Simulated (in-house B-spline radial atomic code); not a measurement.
Sb³⁹⁺. Computed with a B-spline radial atomic code. Model: all-electron spherical atom, spin shells full or empty, radial basis limit, no spin-orbit coupling: exact exchange with a local potential (Slater, KLI or optimised effective potential, whose far tail is KLI's), no correlation.

The run also made RPA and GW results, which its time includes.

The Slater potential averages the orbital exchange potentials with the orbital densities as weights, KLI adds orbital constants, and the optimised effective potential minimises the exact-exchange energy among local potentials. So their energies lie above Hartree-Fock in the order OEP, KLI, Slater. All fall off as −1/r, unlike LDA and GGA exchange.

Command:
```bash
python run_gw.py task.json out
```
Settings (lengths in bohr, energies in hartree):
```
Z                      51
electrons              12
configuration          [Ne] 3s2
hamiltonian            nr
method                 slater
lmax                   9
spin_polarised         False
box_radius             2.51
intervals              64
ion_configuration      [Ne] 3s1
```

Run time, properties included: 2 s on 1 thread of Intel(R) Xeon(R) 6975P-C (Granite Rapids) (shared host).

Given: hamiltonian non-relativistic; mean-field start Slater potential.

Computed: energy above Hartree-Fock 77.718 millihartree; virial ratio -E/T less 1 -0.005899.

```json
{"radius (bohr)": "0.00098", "r times exchange potential (hartree bohr)": "-0.052108"}
{"radius (bohr)": "0.00117", "r times exchange potential (hartree bohr)": "-0.062168"}
{"radius (bohr)": "0.0014", "r times exchange potential (hartree bohr)": "-0.074314"}
{"radius (bohr)": "0.00168", "r times exchange potential (hartree bohr)": "-0.089051"}
{"radius (bohr)": "0.00201", "r times exchange potential (hartree bohr)": "-0.10634"}
{"radius (bohr)": "0.0024", "r times exchange potential (hartree bohr)": "-0.12664"}
{"radius (bohr)": "0.00288", "r times exchange potential (hartree bohr)": "-0.15139"}
{"radius (bohr)": "0.00344", "r times exchange potential (hartree bohr)": "-0.17989"}
{"radius (bohr)": "0.00412", "r times exchange potential (hartree bohr)": "?"}
{"radius (bohr)": "0.00493", "r times exchange potential (hartree bohr)": "-0.25351"}
{"radius (bohr)": "0.0059", "r times exchange potential (hartree bohr)": "-0.29942"}
{"radius (bohr)": "0.00705", "r times exchange potential (hartree bohr)": "-0.35158"}
{"radius (bohr)": "0.00844", "r times exchange potential (hartree bohr)": "?"}
{"radius (bohr)": "0.0101", "r times exchange potential (hartree bohr)": "-0.47702"}
{"radius (bohr)": "0.0121", "r times exchange potential (hartree bohr)": "-0.54882"}
{"radius (bohr)": "0.0145", "r times exchange potential (hartree bohr)": "-0.62421"}
{"radius (bohr)": "0.0173", "r times exchange potential (hartree bohr)": "-0.69806"}
{"radius (bohr)": "0.0207", "r times exchange potential (hartree bohr)": "-0.76891"}
{"radius (bohr)": "0.0248", "r times exchange potential (hartree bohr)": "-0.82986"}
{"radius (bohr)": "0.0296", "r times exchange potential (hartree bohr)": "-0.87213"}
{"radius (bohr)": "0.0355", "r times exchange potential (hartree bohr)": "-0.89197"}
{"radius (bohr)": "0.0424", "r times exchange potential (hartree bohr)": "-0.89524"}
{"radius (bohr)": "0.0508", "r times exchange potential (hartree bohr)": "-0.91412"}
{"radius (bohr)": "0.0607", "r times exchange potential (hartree bohr)": "-0.9814"}
{"radius (bohr)": "0.0727", "r times exchange potential (hartree bohr)": "-1.0962"}
{"radius (bohr)": "0.0869", "r times exchange potential (hartree bohr)": "-1.2249"}
{"radius (bohr)": "0.104", "r times exchange potential (hartree bohr)": "-1.337"}
{"radius (bohr)": "0.124", "r times exchange potential (hartree bohr)": "-1.406"}
{"radius (bohr)": "0.149", "r times exchange potential (hartree bohr)": "-1.4167"}
{"radius (bohr)": "0.178", "r times exchange potential (hartree bohr)": "-1.3342"}
{"radius (bohr)": "0.213", "r times exchange potential (hartree bohr)": "-1.1266"}
{"radius (bohr)": "0.255", "r times exchange potential (hartree bohr)": "-0.9602"}
{"radius (bohr)": "0.305", "r times exchange potential (hartree bohr)": "-0.94472"}
{"radius (bohr)": "0.365", "r times exchange potential (hartree bohr)": "-0.97327"}
{"radius (bohr)": "0.437", "r times exchange potential (hartree bohr)": "-0.99224"}
{"radius (bohr)": "0.523", "r times exchange potential (hartree bohr)": "-0.99875"}
{"radius (bohr)": "0.625", "r times exchange potential (hartree bohr)": "-0.99998"}
```

Task: What belongs in the row 0.00412?

Result: r times exchange potential (hartree bohr): -0.21392.

Task: What belongs in the row 0.00844?

Result: r times exchange potential (hartree bohr): -0.41112.

| occupied | level (hartree) | Hartree-Fock level (hartree) |
| --- | --- | --- |
| 1s | -1171.3 | -1174.7 |
| 2s | ? | ? |
| 2p | -239.25 | -238.56 |
| 3s | -100.82 | -100.13 |

Task: What belongs in the row 2s?

Result: level (hartree): -247.76; Hartree-Fock level (hartree): -248.35.

| empty | level (hartree) |
| --- | --- |
| 3p | -97.896 |
| 3d | -93.797 |
| 4s | -54.762 |
| 4p | ? |
| 4d | -51.839 |
| 4f | -50.443 |

Task: What belongs in the row 4p?

Result: level (hartree): -53.524.

The highest level, 3s, differs from Hartree-Fock by -19 eV and the deepest, 1s, by +92.4 eV: the Slater potential lacks the response part and is deeper than the optimised one throughout, so the top level comes too deep.
